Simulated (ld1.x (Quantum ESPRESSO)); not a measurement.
Results of a calculation; reference values are marked as such.
## Potentials for S compared

Generated with ld1.x 7.5 (TM, RRKJ, ultrasoft, PAW), atompaw 4.2 or ONCVPSP 4.0.1. The cutoff is in Ry: for ld1.x and atompaw files where the sum of valence levels is converged to 10 mRy in a Bessel basis, for ONCV files where the hardest occupied wave has 1 mHa per electron of residual kinetic energy. The error is the largest all-electron minus pseudo excitation energy over each file’s own four to seven test configurations (ionisations up to +4, promotions, holes and added fractions of an electron), all of which were solved. The labels leave out finer settings (local radius, basis sizes, second energies), which also bear on the numbers. Spin-polarised tests are not counted. The rows are a selection from randomly drawn settings: files with unsolved tests, undetermined cutoffs or missed reference levels are left out.

| potential | cutoff (Ry) | largest error (meV) | bound ghosts |
| --- | --- | --- | --- |
| RRKJ, PBE, non-relativistic, rc 1.40/1.40/1.25 (spd), local s, core correction no, reference 3s2 3p4 | 45 | +70 | none |
| TM, PBE, scalar-relativistic, rc 1.55/1.80 (sp), local p, core correction no, reference 3s2 3p4 | 35 | +59 | none |
| TM semilocal, PBEsol, non-relativistic, rc 1.20/1.60 (sp), local p, core correction yes, reference 3s2 3p2 | 50 | +27 | none |
| TM, LDA (PZ), scalar-relativistic, rc 0.95/1.55/1.45 (spd), local d, core correction yes, reference 3s1 3p5 | 90 | +388 | none |
| PAW, PBE, non-relativistic, rc 1.55/1.25/1.10 (spd), local smoothed, core correction yes, reference 3s1.75 3p4.25 | 21 | -68 | none |
| TM, LDA (PZ), scalar-relativistic, rc 1.30/1.60/1.55 (spd), local s, core correction no, reference 3s2 3p4 | 40 | +365 | none |

Question: Fill in the row for S: RRKJ, PBE, non-relativistic, rc 1.35/1.15/1.15 (spd), local s, core correction yes, reference 3s2 3p4.

Answer: cutoff 80 Ry, largest error +156 meV, bound ghosts: none.
